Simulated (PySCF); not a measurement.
**How methods differ on the fine-structure interval of Cu²⁺**

Cu²⁺ [Ar] 3d9 [3d3/2^4 3d5/2^5, M_J = 5/2] → Cu²⁺ [Ar] 3d9 [3d3/2^3 3d5/2^6, M_J = 3/2], as a difference of total energies. Computed with PySCF 2.14 in x2c-TZVPPall-2c (6s7p4d2f1g, 70 functions), with the two-component X2C-1e Hamiltonian. Correlated levels: [Ne] frozen; the 6 highest virtual spinors dropped. "Screened" scales the spin-orbit matrix elements by Boettger's factors to mimic the two-electron term; Breit and QED terms are absent.

```
                    method  fine-structure interval (cm⁻¹)
 GHF (screened spin-orbit)                          2295.5
GMP2 (screened spin-orbit)                          2356.5
     GHF (bare spin-orbit)                          3490.5
```
